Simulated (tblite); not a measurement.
Parent: `[CH3:1][CH2:2]/[C:3](=[CH:4]/[F:5])[S:6][CH3:7]` with C1–C2–C3–C4 -99°, C2–C3–S6–C7 -168°, C5H9FS.

The geometries are computed with GFN2-xTB (gas phase). One conformer each, not checked by frequencies here.

```csv
coordinate of the parent,value
C1–C2,1.529 Å
C2–C3,1.504 Å
C3=C4,1.327 Å
C4–F5,1.351 Å
C3–S6,1.764 Å
S6–C7,1.815 Å
C1–C2–C3,110.8°
C2–C3–C4,119.9°
C2–C3–S6,111.7°
C4–C3–S6,128.4°
C3–C4–F5,125.8°
C3–S6–C7,105.5°
```

How does the shared frame change in `[CH3:1][O:2][C@H:3]([CH3:4])/[C:5](=[CH:6]\[F:7])[S:8][CH3:9]` with C1–O2–C3–C4 -167°, O2–C3–C5–C6 -114°, C3–C5–S8–C9 -52°, C6H11FOS? Atoms pair as C1 = C4, C2 = C3, C3 = C5, C4 = C6, F5 = F7, S6 = S8, C7 = C9 (parent first).

| parent | relative | value in the relative | change |
| --- | --- | --- | --- |
| C1–C2 | C4–C3 | 1.525 Å | -0.004 |
| C2–C3 | C3–C5 | 1.515 Å | +0.011 |
| C3=C4 | C5=C6 | 1.328 Å | +0.001 |
| C4–F5 | C6–F7 | 1.346 Å | -0.005 |
| C3–S6 | C5–S8 | 1.772 Å | +0.008 |
| S6–C7 | S8–C9 | 1.824 Å | +0.009 |
| C1–C2–C3 | C4–C3–C5 | 110.8° | 0.0 |
| C2–C3–C4 | C3–C5–C6 | 123.1° | +3.2 |
| C2–C3–S6 | C3–C5–S8 | 120.7° | +9.0 |
| C4–C3–S6 | C6–C5–S8 | 116.0° | -12.4 |
| C3–C4–F5 | C5–C6–F7 | 122.4° | -3.4 |
| C3–S6–C7 | C5–S8–C9 | 102.5° | -3.0 |

Of the parent's bonds, C2–C3 changes most (+0.011 Å). Bonds of the relative outside the shared frame: C1–O2 1.404, O2–C3 1.417 Å. Point group C1 → C1.

How does the shared frame change in `[CH3:1][S:2]/[C:3](=[CH:4]\[F:5])[C@@H:6]([CH3:7])[C:8]([CH3:9])=[O:10]` with C1–S2–C3–C4 -5°, S2–C3–C6–C7 122°, C3–C6–C8–C9 87°, C7H11FOS? Atoms pair as C1 = C7, C2 = C6, C3 = C3, C4 = C4, F5 = F5, S6 = S2, C7 = C1 (parent first).

| parent | relative | value in the relative | change |
| --- | --- | --- | --- |
| C1–C2 | C7–C6 | 1.527 Å | -0.002 |
| C2–C3 | C6–C3 | 1.515 Å | +0.011 |
| C3=C4 | C3=C4 | 1.329 Å | +0.002 |
| C4–F5 | C4–F5 | 1.348 Å | -0.003 |
| C3–S6 | C3–S2 | 1.764 Å | 0.000 |
| S6–C7 | S2–C1 | 1.814 Å | -0.001 |
| C1–C2–C3 | C7–C6–C3 | 112.5° | +1.7 |
| C2–C3–C4 | C6–C3–C4 | 119.7° | -0.2 |
| C2–C3–S6 | C6–C3–S2 | 111.5° | -0.2 |
| C4–C3–S6 | C4–C3–S2 | 128.8° | +0.4 |
| C3–C4–F5 | C3–C4–F5 | 125.3° | -0.5 |
| C3–S6–C7 | C3–S2–C1 | 105.9° | +0.4 |

Of the parent's bonds, C2–C3 changes most (+0.011 Å). Bonds of the relative outside the shared frame: C6–C8 1.530, C8–C9 1.503, C8=O10 1.203 Å. Point group C1 → C1.

How does the shared frame change in `[CH3:1][S:2]/[C:3](=[CH:4]/[F:5])[C@H:6]([CH3:7])[C:8](=[O:9])[O-:10]` (charge -1) with C1–S2–C3–C4 119°, S2–C3–C6–C7 -142°, C3–C6–C8–O9 -95°, [C6H8FO2S]-? Atoms pair as C1 = C7, C2 = C6, C3 = C3, C4 = C4, F5 = F5, S6 = S2, C7 = C1 (parent first).

```json
{"parent": "C1–C2", "relative": "C7–C6", "value in the relative": "1.523 Å", "change": "-0.006"}
{"parent": "C2–C3", "relative": "C6–C3", "value in the relative": "1.469 Å", "change": "-0.035"}
{"parent": "C3=C4", "relative": "C3=C4", "value in the relative": "1.333 Å", "change": "+0.006"}
{"parent": "C4–F5", "relative": "C4–F5", "value in the relative": "1.356 Å", "change": "+0.005"}
{"parent": "C3–S6", "relative": "C3–S2", "value in the relative": "1.795 Å", "change": "+0.031"}
{"parent": "S6–C7", "relative": "S2–C1", "value in the relative": "1.819 Å", "change": "+0.004"}
{"parent": "C1–C2–C3", "relative": "C7–C6–C3", "value in the relative": "113.5°", "change": "+2.7"}
{"parent": "C2–C3–C4", "relative": "C6–C3–C4", "value in the relative": "129.9°", "change": "+10.0"}
{"parent": "C2–C3–S6", "relative": "C6–C3–S2", "value in the relative": "118.0°", "change": "+6.3"}
{"parent": "C4–C3–S6", "relative": "C4–C3–S2", "value in the relative": "112.1°", "change": "-16.3"}
{"parent": "C3–C4–F5", "relative": "C3–C4–F5", "value in the relative": "125.1°", "change": "-0.7"}
{"parent": "C3–S6–C7", "relative": "C3–S2–C1", "value in the relative": "102.0°", "change": "-3.5"}
```

Of the parent's bonds, C2–C3 changes most (-0.035 Å). Bonds of the relative outside the shared frame: C6–C8 1.653, C8=O9 1.233, C8–O10 1.220 Å. Point group C1 → C1.
